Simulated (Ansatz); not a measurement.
Species: C6H12Cl, net charge 0, doublet state. It need not be the lowest isomer of its formula. 
Coordinates optimised at B3LYP-D3(BJ)/def2-TZVP (Ansatz, a program for electronic structure):
SMILES: CCC[CH][C@H](C)Cl
```xyz
19

C     -3.7177    -0.6221    -0.1735
C     -2.3780    -0.9068     0.4973
C     -1.2072    -0.2156    -0.2048
C      0.1053    -0.4427     0.4486
C      1.3692    -0.2475    -0.2439
C      2.5818    -0.8735     0.4083
Cl     1.6917     1.6388    -0.3447
H     -3.7195    -0.9662    -1.2106
H     -3.9335     0.4489    -0.1810
H     -4.5364    -1.1241     0.3446
H     -2.1968    -1.9852     0.5209
H     -2.4108    -0.5780     1.5405
H     -1.4041     0.8678    -0.2410
H     -1.1592    -0.5306    -1.2538
H      0.1371    -0.5349     1.5298
H      1.2990    -0.4961    -1.3008
H      3.4928    -0.6147    -0.1286
H      2.6802    -0.5376     1.4408
H      2.4715    -1.9609     0.4069
```
Charge 0, spin multiplicity 2.

Total electronic energies in hartree. Valence correlation only, unless marked. UHF or UKS for open shells. No spin-orbit coupling. Non-relativistic. Basis-set limits of correlation are two-point, X^-3; Hartree-Fock from the larger set. The bracket is a focal-point correction in the basis named.

```json
[
 {"level": "HF/6-31G", "program": "Ansatz", "energy (Eh)": "-693.53612"},
 {"level": "HF/cc-pV(T+d)Z", "program": "Ansatz", "energy (Eh)": "-693.76509"},
 {"level": "RI-HF/cc-pV(Q+d)Z", "program": "Ansatz", "energy (Eh)": "-693.78324"},
 {"level": "SVWN5/def2-TZVPD", "program": "Ansatz", "energy (Eh)": "(withheld)"},
 {"level": "PBE-D3(BJ)/def2-TZVPD", "program": "Ansatz + dftd3", "energy (Eh)": "-695.60953"},
 {"level": "r2SCAN-D4/def2-TZVPD", "program": "Ansatz + dftd4", "energy (Eh)": "-695.94550"},
 {"level": "PBE0/STO-3G", "program": "Ansatz", "energy (Eh)": "-687.79960"},
 {"level": "PBE0/def2-SVP", "program": "Ansatz", "energy (Eh)": "-695.26418"},
 {"level": "PBE0-D3(BJ)/def2-TZVP", "program": "Ansatz + dftd3", "energy (Eh)": "-695.68682"},
 {"level": "PBE0-D3(BJ)/def2-TZVPD", "program": "Ansatz + dftd3", "energy (Eh)": "-695.68845"},
 {"level": "PBE0-D4/def2-TZVPD", "program": "Ansatz + dftd4", "energy (Eh)": "-695.68725"},
 {"level": "BHLYP-D4/def2-TZVPD", "program": "Ansatz + dftd4", "energy (Eh)": "-695.98168"},
 {"level": "BHLYP/def2-TZVPD", "program": "Ansatz", "energy (Eh)": "-695.96496"},
 {"level": "CAM-B3LYP-D4/def2-TZVPD", "program": "Ansatz + dftd4", "energy (Eh)": "-696.00265"},
 {"level": "B2GP-PLYP/def2-TZVPD", "program": "Ansatz", "energy (Eh)": "-695.65369"},
 {"level": "PBE-QIDH/def2-TZVPD", "program": "Ansatz", "energy (Eh)": "-695.54832"},
 {"level": "RI-MP2/cc-pV(Q+d)Z", "program": "Ansatz", "energy (Eh)": "-695.07291"},
 {"level": "SCS-MP2/STO-3G", "program": "Ansatz", "energy (Eh)": "-686.31913"},
 {"level": "SCS-MP2/6-31G", "program": "Ansatz", "energy (Eh)": "-694.11045"},
 {"level": "CCSD/cc-pV(T+d)Z", "program": "Ansatz", "energy (Eh)": "-695.05477"},
 {"level": "CCSD(T)/STO-3G", "program": "Ansatz", "energy (Eh)": "-686.39192"},
 {"level": "CCSD(T)/6-31G*", "program": "Ansatz", "energy (Eh)": "-694.65257"},
 {"level": "RI-MP2/CBS(cc-pV(T+d)Z,cc-pV(Q+d)Z)+[CCSD(T)-MP2]/cc-pV(T+d)Z", "program": "Ansatz", "energy (Eh)": "-695.2686"}
]
```

Some entries are withheld; supply them.


- SVWN5/def2-TZVPD, energy (Eh): -692.40024
